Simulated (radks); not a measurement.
Task: The cadmium ion Cd15+, [Ar] 3d10 4s2 4p3. Calculated with a radial shooting solver on a logarithmic mesh with Libxc functionals: non-relativistic Kohn-Sham, r2SCAN, spin-polarised, spherical densities, point nucleus; meta-GGA in the generalised Kohn-Sham scheme. Every spin shell is full or empty, so the densities are truly spherical. Functionals are evaluated on that one density, not self-consistently. Rank these exchange functionals by their error against the exact value of the orbitals, and give that value: LDA, B88, PBE, PBEsol, revPBE, AM05, SOGGA, G96, EV93, TPSS, revTPSS, SCAN, MS2, Tao-Mo, TASK.

Result: Exact: -137.072 hartree. From best to worst, with 100 (|E| - |E exact|)/|E exact| (equal figures are ties): B88 0.00, EV93 -0.14, SCAN +0.16, TPSS -0.28, revPBE -0.30, G96 +0.31, PBE -0.48, MS2 -0.57, Tao-Mo -0.81, revTPSS -0.94, TASK -2.31, PBEsol -2.45, SOGGA -2.47, AM05 -4.85, LDA -5.28.
